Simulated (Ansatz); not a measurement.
Wavefunction ladder for `CC[SiH2]O[SiH3]`

Z-matrix (Å, degrees):
```
C
C 1 1.526
H 1 1.093 2 111.4
H 1 1.093 2 111.6 3 120.1
H 1 1.093 2 111.4 3 -119.7
Si 2 1.866 1 113.9 3 60.7
H 2 1.096 1 110.5 3 -61.7
H 2 1.097 1 110.6 3 -178.4
O 6 1.641 2 110.9 1 -57.8
H 6 1.490 2 110.1 1 -178.8
H 6 1.487 2 110.4 1 60.5
Si 9 1.631 6 146.0 2 -56.7
H 12 1.483 9 108.5 6 178.1
H 12 1.488 9 110.3 6 58.3
H 12 1.487 9 110.5 6 -61.8
```

Total charge 0; spin multiplicity 1. Geometry: relaxed with PBE0-D4/def2-TZVP. It is one conformer, not always the lowest. Frozen core, restricted reference, Ansatz 0.2.0. CBS rows extrapolate triple and quadruple zeta; past MP2 they add the triple-zeta difference.

| basis | HF (Eh) | MP2 corr. |
| --- | --- | --- |
| def2-TZVPP | -734.47603 | -0.84041 |
| def2-QZVPP | -734.50278 | -0.90049 |

(1) Estimate the CCSD correlation energy and the (T) correction in each basis where they were run (hartree).

Results:

(1) 
```
     basis  CCSD corr.       (T)
def2-TZVPP    -0.90365  -0.03159
 CBS(def2)    -1.00825     as TZ
```
